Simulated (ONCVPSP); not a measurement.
# Transferability test, ONCV potential for boron (B)

B, optimised norm-conserving Vanderbilt (ONCV), made with ONCVPSP 4.0.1 (PBE, scalar-relativistic). Core [He], reference 2s2 2p1. Waves: 2s: rc 1.05 bohr, ncon 4, nbas 7, qcut 5.8 1/bohr, 2 projectors, debl 1.2 Ha; 2p: rc 4.00 bohr, ncon 3, nbas 7, qcut 3.3 1/bohr, 2 projectors, debl 2.9 Ha. Local part: polynomial inside 0.80 bohr (lpopt 4, dvloc0 3 Ha). Core correction: Teter function, fcfact 2, rcfact 1.45.

Energies are relative to the spin-unpolarised reference configuration 2s2 2p1; without spin polarisation the order of configurations can differ from experiment.

```json
{"valence configuration": "2s1 2p0", "charge": "+2", "ΔE all-electron (eV)": "33.642", "error AE − PS (meV)": "+876"}
{"valence configuration": "2s2 2p0.5", "charge": "+0.5", "ΔE all-electron (eV)": "2.887", "error AE − PS (meV)": "+40"}
{"valence configuration": "2s1 2p1", "charge": "+1", "ΔE all-electron (eV)": "14.361", "error AE − PS (meV)": "-291"}
```

(1) What are ΔE and the potential's error for 2s2 2p0?

Levels in the configuration 2s2 2p0.5:

| level | all-electron (eV) | pseudo (eV) |
| --- | --- | --- |
| 2s | -14.130 | -14.072 |
| 2p | -8.087 | -7.851 |

Note: ghosts flagged at negative energy: s at -130.3 eV; GHOST(+) flagged for p at 59.5 eV. A true bound ghost makes a file unfit for plane-wave use.

Answers

(1) ΔE = 8.219 eV all-electron; the error (AE − PS) is +324 meV.
